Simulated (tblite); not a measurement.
C4H5BF3PS.
Numbering: `[F:1][B-:2]([F:3])([F:4])[PH2+:5][c:6]1[cH:7][cH:8][s:9][cH:10]1` (hydrogens: H11, H12 on P5; H13 on C7; H14 on C8; H15 on C10)
Bond orders are those of one Lewis drawing.

Computed with GFN2-xTB (tblite), gas phase: L-BFGS steps from a force-field or distance-geometry start until the largest atomic force falls under 0.01 eV/Å.

At the end of the run (lengths in Å): B2–P5 2.200, B2–F4 1.342, C8–S9 1.720, B2–F3 1.337, F1–B2 1.348, C6–C7 1.424, S9–C10 1.712, F4–B2–P5 101.9°, F1–B2–P5 98.7°, F3–B2–P5 106.8°, P5–C6–C10 125.3°, F1–B2–P5–C6 69°, B2–P5–C6–C7 -49°, H11–P5–B2–F1 -170°, H15–C10–C6–P5 3°.

**Question.** These geometries were met on the way; a selection of coordinates is given. Order them by energy above the end point, lowest first.
A. B2–P5 1.989, B2–F4 1.366, C8–S9 1.728, B2–F3 1.370, F1–B2 1.372, C6–C7 1.449, S9–C10 1.702, F4–B2–P5 106.6°, F1–B2–P5 103.6°, F3–B2–P5 102.6°, P5–C6–C10 124.7°, F1–B2–P5–C6 98°, B2–P5–C6–C7 -62°, H11–P5–B2–F1 -145°, H15–C10–C6–P5 1°
B. B2–P5 1.903, B2–F4 1.471, C8–S9 1.846, B2–F3 1.459, F1–B2 1.448, C6–C7 1.358, S9–C10 1.745, F4–B2–P5 110.1°, F1–B2–P5 106.7°, F3–B2–P5 105.6°, P5–C6–C10 121.1°, F1–B2–P5–C6 97°, B2–P5–C6–C7 -64°, H11–P5–B2–F1 -145°, H15–C10–C6–P5 -1°
C. B2–P5 1.945, B2–F4 1.424, C8–S9 1.789, B2–F3 1.418, F1–B2 1.413, C6–C7 1.450, S9–C10 1.718, F4–B2–P5 108.4°, F1–B2–P5 105.3°, F3–B2–P5 104.2°, P5–C6–C10 124.4°, F1–B2–P5–C6 98°, B2–P5–C6–C7 -63°, H11–P5–B2–F1 -145°, H15–C10–C6–P5 0°
D. B2–P5 2.016, B2–F4 1.353, C8–S9 1.717, B2–F3 1.353, F1–B2 1.354, C6–C7 1.405, S9–C10 1.719, F4–B2–P5 104.7°, F1–B2–P5 103.6°, F3–B2–P5 103.5°, P5–C6–C10 124.5°, F1–B2–P5–C6 97°, B2–P5–C6–C7 -59°, H11–P5–B2–F1 -144°, H15–C10–C6–P5 5°
E. B2–P5 2.062, B2–F4 1.362, C8–S9 1.716, B2–F3 1.358, F1–B2 1.360, C6–C7 1.431, S9–C10 1.707, F4–B2–P5 103.2°, F1–B2–P5 104.5°, F3–B2–P5 104.8°, P5–C6–C10 126.0°, F1–B2–P5–C6 96°, B2–P5–C6–C7 -57°, H11–P5–B2–F1 -144°, H15–C10–C6–P5 8°

**Answer.** E (0.083 eV), D (0.167 eV), A (0.292 eV), C (0.518 eV), B (1.013 eV).

```json
{"step": "8", "E above end (eV)": "0.083", "rms distance from the end, all atoms (Å)": "0.285", "largest force (eV/Å)": "0.477", "rms shift of all bonds from the end (Å)": "0.037"}
{"step": "5", "E above end (eV)": "0.167", "rms distance from the end, all atoms (Å)": "0.298", "largest force (eV/Å)": "0.671", "rms shift of all bonds from the end (Å)": "0.048"}
{"step": "2", "E above end (eV)": "0.292", "rms distance from the end, all atoms (Å)": "0.310", "largest force (eV/Å)": "1.130", "rms shift of all bonds from the end (Å)": "0.057"}
{"step": "1", "E above end (eV)": "0.518", "rms distance from the end, all atoms (Å)": "0.317", "largest force (eV/Å)": "1.759", "rms shift of all bonds from the end (Å)": "0.077"}
{"step": "0", "E above end (eV)": "1.013", "rms distance from the end, all atoms (Å)": "0.324", "largest force (eV/Å)": "3.407", "rms shift of all bonds from the end (Å)": "0.101"}
```

Rows stand in the order of the answer.
